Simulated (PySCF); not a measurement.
PySCF run on SiI

Input:

```python
from pyscf import gto, scf, tdscf

mol = gto.M(
    atom='Si 0 0 0; I 0 0 2.425',
    basis='def2-svp',
    ecp={'I': 'def2-svp'},
    charge=0,
    spin=1,
    verbose=4,
)
mf = scf.UHF(mol)
mf.kernel()
td = tdscf.TDHF(mf)
td.nstates = 3
td.kernel()
td.analyze(verbose=3)
mf.dip_moment()
print('orbital energies (hartree):', [e[max(0, n-3):n+3].round(4) for e, n in zip(mf.mo_energy, mol.nelec)])
```

```bash
$ python input.py
```

It prints (some set-up lines and the per-cycle HOMO/LUMO lines with their warnings removed):

```
PySCF version 2.14.0

[INPUT] verbose = 4
[INPUT] num. atoms = 2
[INPUT] num. electrons = 39
[INPUT] charge = 0
[INPUT] spin (= nelec alpha-beta = 2S) = 1
[INPUT] symmetry False subgroup None
[INPUT] Mole.unit = angstrom
[INPUT] Symbol           X                Y                Z      unit          X                Y                Z       unit  Magmom
[INPUT]  1 Si     0.000000000000   0.000000000000   0.000000000000 AA    0.000000000000   0.000000000000   0.000000000000 Bohr   0.0
[INPUT]  2 I      0.000000000000   0.000000000000   2.425000000000 AA    0.000000000000   0.000000000000   4.582585852070 Bohr   0.0

nuclear repulsion = 76.376092297732
number of shells = 18
number of NR pGTOs = 97
number of NR cGTOs = 44
basis = def2-svp
ecp = {'I': 'def2-svp'}

******** <class 'pyscf.scf.uhf.UHF'> ********
method = UHF
initial guess = minao
damping factor = 0
level_shift factor = 0
DIIS = <class 'pyscf.scf.diis.CDIIS'>
diis_start_cycle = 1
diis_space = 8
diis_damp = 0
SCF conv_tol = 1e-09
SCF conv_tol_grad = None
SCF max_cycles = 50
direct_scf = True
direct_scf_tol = 1e-13
number electrons alpha = 20  beta = 19
Set gradient conv threshold to 3.16228e-05
init E= -553.435661621434

cycle= 1 E= -584.112948685851  delta_E= -30.7  |g|= 1.66  |ddm|= 5.39
cycle= 2 E= -583.434632758452  delta_E= 0.678  |g|=  1.5  |ddm|= 4.22
cycle= 3 E= -585.317658737622  delta_E= -1.88  |g|= 0.385  |ddm|= 2.61
cycle= 4 E= -585.46292713592  delta_E= -0.145  |g|= 0.0717  |ddm|= 0.802
cycle= 5 E= -585.470603635179  delta_E= -0.00768  |g|= 0.0252  |ddm|= 0.201
cycle= 6 E= -585.471714153293  delta_E= -0.00111  |g|= 0.00852  |ddm|= 0.0669
cycle= 7 E= -585.471929689823  delta_E= -0.000216  |g|= 0.0032  |ddm|= 0.0323
cycle= 8 E= -585.471963347904  delta_E= -3.37e-05  |g|= 0.00106  |ddm|= 0.0148
cycle= 9 E= -585.471967217383  delta_E= -3.87e-06  |g|= 0.000422  |ddm|= 0.00593
cycle= 10 E= -585.471967946805  delta_E= -7.29e-07  |g|= 0.000222  |ddm|= 0.00255
cycle= 11 E= -585.471968205972  delta_E= -2.59e-07  |g|= 7.07e-05  |ddm|= 0.002
cycle= 12 E= -585.471968229319  delta_E= -2.33e-08  |g|= 2.16e-05  |ddm|= 0.000612
cycle= 13 E= -585.471968230827  delta_E= -1.51e-09  |g|= 8.89e-06  |ddm|= 0.00012
cycle= 14 E= -585.471968231069  delta_E= -2.43e-10  |g|= 3.69e-06  |ddm|= 3.76e-05
Extra cycle  E= -585.471968231104  delta_E= -3.51e-11  |g|= 2.42e-06  |ddm|= 8.57e-06
converged SCF energy = -585.471968231104  <S^2> = 0.76607843  2S+1 = 2.0160143

******** <class 'pyscf.tdscf.uhf.TDHF'> for <class 'pyscf.scf.uhf.UHF'> ********
nstates = 3
deg_eia_thresh = 1.000e-03
wfnsym = None
conv_tol = 1e-05
eigh lindep = 1e-12
eigh level_shift = 0
eigh max_cycle = 100

Excitation energies (eV)
[1.79508167 3.589726   4.24061806]

** Excitation energies and oscillator strengths **
Excited State   1:      1.79508 eV    690.69 nm  f=0.0007
Excited State   2:      3.58973 eV    345.39 nm  f=0.0002
Excited State   3:      4.24062 eV    292.37 nm  f=0.0321
Dipole moment(X, Y, Z, Debye): -0.00000,  0.00000, -1.08922
orbital energies (hartree): [array([-0.3939, -0.3898, -0.2871, -0.0043,  0.1049,  0.2582]), array([-0.3902, -0.3819, -0.3748,  0.0116,  0.0563,  0.1195])]
```

In short: E(SCF) = -585.471968 Eh, 14 cycles, ⟨S²⟩ = 0.766, μz(SCF) = -1.09 D, first excitations without spin–orbit coupling 1.80, 3.59, 4.24 eV.

Wall time 12 s on one thread of a shared host.

The bond length is a typed value, not an optimised one. No search for the lowest solution was made.
